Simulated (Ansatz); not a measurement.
Two members of one family (Series (H2AlX)2), computed with Ansatz in the gas phase; def2 core potentials for I, no spin–orbit coupling. The two geometries come from different levels. Binding counts from free atoms in the multiplicity of their measured ground term, without zero-point energy. The structures are stationary points that may keep the symmetry of their start.

First: (H2Al-mu-I)2 (singlet, charge 0, PBE-D4/def2-SVP geometry).

Cartesian coordinates in Å:
```
Al -0.769 0.851 1.411
H -1.953 0.056 2.114
H -0.194 2.281 1.800
I 1.336 -0.838 1.234
Al 0.766 -0.854 -1.411
H 1.957 -0.107 -2.154
H 0.151 -2.280 -1.752
I -1.294 0.890 -1.243
```

| level | HOMO (eV) | LUMO (eV) | gap (eV) | binding per atom (eV) |
| --- | --- | --- | --- | --- |
| revPBE-D4/def2-TZVP | -6.66 | -1.93 | 4.72 | 2.43 |
| r2SCANh-D4/def2-TZVP | -7.43 | -1.48 | 5.95 | 2.51 |
| PBE0-D4/def2-TZVP | -7.86 | -1.28 | 6.58 | 2.48 |
| BHLYP-D4/def2-TZVP | -8.89 | -0.42 | 8.47 | 2.47 |
| ωB97M-V/def2-TZVP | -9.97 | 0.43 | 10.39 | 2.49 |

Second: (H2Al-mu-H)2 (singlet, charge 0, PBE0-D4/def2-TZVP geometry).

Cartesian coordinates in Å:
```
Al -0.3368 0.0211 -1.2543
H -1.6919 -0.7056 -1.6058
H 0.6527 0.7677 -2.2297
H 0.5813 -0.9863 -0.1735
Al 0.3379 -0.0212 1.2539
H -0.6632 -0.7713 2.2144
H 1.6905 0.7022 1.6247
H -0.5705 0.9933 0.1703
```

Estimate how these quantities change from the first to the second (second minus first).


| level | Δ HOMO (eV) | Δ LUMO (eV) | Δ gap (eV) | Δ binding per atom (eV) |
| --- | --- | --- | --- | --- |
| revPBE-D4/def2-TZVP | -0.67 | 0.15 | 0.82 | -0.01 |
| r2SCANh-D4/def2-TZVP | -0.70 | 0.21 | 0.91 | 0.00 |
| PBE0-D4/def2-TZVP | -0.76 | 0.16 | 0.92 | -0.03 |
| BHLYP-D4/def2-TZVP | -0.95 | 0.15 | 1.09 | 0.04 |
| ωB97M-V/def2-TZVP | -0.86 | 0.11 | 0.97 | 0.02 |
